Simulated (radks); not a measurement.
Task: Species: Tb3+. Configuration: [Xe] 4f8 (the NIST ground configuration). Method: Dirac Kohn-Sham, LDA (Slater exchange, Perdew-Wang correlation), spin-unpolarised, spherical densities, point nucleus; open shells are shared between the two j in proportion to 2j + 1; computed with a radial shooting solver on a logarithmic mesh with Libxc functionals. Some entries of the table are withheld. Estimate them.

orbital     occ.  eigenvalue (eV)  r(max) (bohr)
1s1/2          2        -51789.52        0.01365
2s1/2          2        -8608.848            (1)
2p1/2          2        -8185.209            (2)
2p3/2          4        -7439.510            (3)
3s1/2          2        -1934.700         0.2202
3p1/2          2        -1750.185         0.2074
3p3/2          4        -1596.328         0.2199
3d3/2          4        -1277.437            (4)
3d5/2          6        -1243.843            (5)
4s1/2          2        -408.7839         0.5050
4p1/2          2        -336.4868            (6)
4p3/2          4        -301.9323            (7)
4d3/2          4        -182.6323         0.5413
4d5/2          6        -176.3692         0.5500
5s1/2          2         -76.6443          1.169
5p1/2          2              (8)            (9)
5p3/2          4             (10)           (11)
4f5/2    3.42857         -35.0013         0.5465
4f7/2    4.57143         -34.1465         0.5515

Result: 
(1) 2s1/2 r(max) (bohr): 0.07773
(2) 2p1/2 r(max) (bohr): 0.05860
(3) 2p3/2 r(max) (bohr): 0.06453
(4) 3d3/2 r(max) (bohr): 0.1743
(5) 3d5/2 r(max) (bohr): 0.1778
(6) 4p1/2 r(max) (bohr): 0.5085
(7) 4p3/2 r(max) (bohr): 0.5353
(8) 5p1/2 eigenvalue (eV): -56.4079
(9) 5p1/2 r(max) (bohr): 1.269
(10) 5p3/2 eigenvalue (eV): -51.5108
(11) 5p3/2 r(max) (bohr): 1.346
